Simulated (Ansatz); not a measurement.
A search over several starts for the lowest SCF solution of the cluster SiS3⁻ at the given spin, in a small basis.

```yaml
crystal:
  periodic: [false, false, false]
  atoms:
    - {symbol: Si, position_ang: [-0.565418, 0.388152, -0.059769]}
    - {symbol: S, position_ang: [-0.936328, -1.079060, 1.418681]}
    - {symbol: S, position_ang: [1.407560, 0.796212, 0.649581]}
    - {symbol: S, position_ang: [0.094187, -0.105304, -2.008493]}
basis:
  gaussian: {orbitals: def2-SVP, initial_orbitals: start.molden}
total_charge: -1
magnetization: {spin_polarized: true, initial_magnetization: 3}
hamiltonian: {xc: pbe0, dispersion: d4}
output: {orbitals: {seedname: orbitals}}
```

The file start.molden holds the orbitals of an earlier run on this structure, at another level or in another basis.

```sh
$ ansatz run in.yaml --threads 4 --pin off --events-out ev --progress --plain --max-ram 3916MiB
```

It prints (some lines left out):

```
Functional definition: PBE0
  name "PBE0"
  cite "Adamo & Barone, J. Chem. Phys. 110, 6158 (1999) doi:10.1063/1.478522"
  cite "Perdew, Burke & Ernzerhof, Phys. Rev. Lett. 77, 3865 (1996) doi:10.1103/PhysRevLett.77.3865"
  parent pbe
  parameter a = 0.25
  parameter kappa = 0.804
  parameter beta = 0.06672455060314922
  exchange = (1 - a)*pbe_x(kappa = kappa, mu = beta*pi^2/3) + a*exact_x
  correlation = pbe_c(beta = beta)
644 factors; integrals over basis functions are off by at most 8.7e-4 eV
mean field evaluation 1: about -40357.9266 eV, gradient 6.3e0 eV
mean field evaluation 2: about -40358.1532 eV, gradient 2.9e-1 eV
mean field evaluation 4: about -40358.1610 eV, gradient 1.9e-2 eV
mean field evaluation 8: about -40357.2677 eV, gradient 1.0e1 eV
mean field evaluation 16: about -40358.1610 eV, gradient 1.8e-2 eV
mean field evaluation 32: about -40358.1437 eV, gradient 1.3e0 eV
mean field -40358.16104071 eV, -1483.1350625020 hartree, gradient 3.6e-5 eV, S^2 3.760951; 5 other end points of the search recorded, 0 dependent functions left out
reference -40358.16105792 eV, -1483.1350631344 hartree; 33, 30 occupied and 39, 42 virtual orbitals, 644 factors
Total energy: -40358.35515046 eV, -1483.1421959037 hartree
```

Hardware: 4 threads of Arm Neoverse N1 on a shared host. Wall time 3.4 s.

At PBE0-D4/def2-TZVPD a doublet of charge -1 lies 2.31 eV below the quartet, each at its own geometry. The structure comes from a short search, and lower isomers may exist.
